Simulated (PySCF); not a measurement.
Heteronuclear NMR

Geometry:
```csv
atom,x (Å),y (Å),z (Å)
C1,2.989,0.617,-0.588
O2,2.847,-0.698,-0.083
C3,1.598,-1.077,0.274
C4,1.369,-2.279,0.789
O5,0.096,-2.723,1.159
C6,-0.883,-1.803,0.864
C7,-0.673,-0.601,0.351
C8,-1.745,0.399,0.026
C9,-1.738,0.709,-1.472
C10,-1.534,1.675,0.843
O11,0.617,-0.132,0.053
H12,4.049,0.730,-0.804
H13,2.678,1.361,0.150
H14,2.408,0.754,-1.503
H15,2.140,-3.007,0.951
H16,-1.867,-2.173,1.096
H17,-2.706,-0.048,0.297
H18,-0.779,1.130,-1.761
H19,-1.910,-0.197,-2.049
H20,-2.520,1.426,-1.709
H21,-0.572,2.118,0.599
H22,-1.555,1.453,1.907
H23,-2.316,2.397,0.621
```

Computational details: shieldings: GIAO PBE0/pcSseg-1, coordinates at the GFN2-xTB level, in PySCF 2.14 (rapidly exchanging positions averaged, relativity neglected, single conformer, in vacuum).

Predict the 17O NMR data.

Answers


| atoms | environment | σ (ppm) | δ (ppm) |
| --- | --- | --- | --- |
| O11 | ether oxygen | 216.9 | 69.1 |
| O5 | ether oxygen | 249.8 | 39.1 |
| O2 | ether oxygen | 263.7 | 26.5 |

Shieldings were converted by a linear fit to measured shifts: 17O: δ = 266.70 − 0.911σ (rms 10.7 ppm, 155 shifts, 12.2 ppm with the 3 outliers that the fit left out vs liquid water, solution or neat liquid). Occasional misses reach two or three times the rms, and more in compound classes unlike the fitted ones.

On a 300 MHz spectrometer 17O resonates near 40.7 MHz, so 1 ppm is 40.7 Hz.
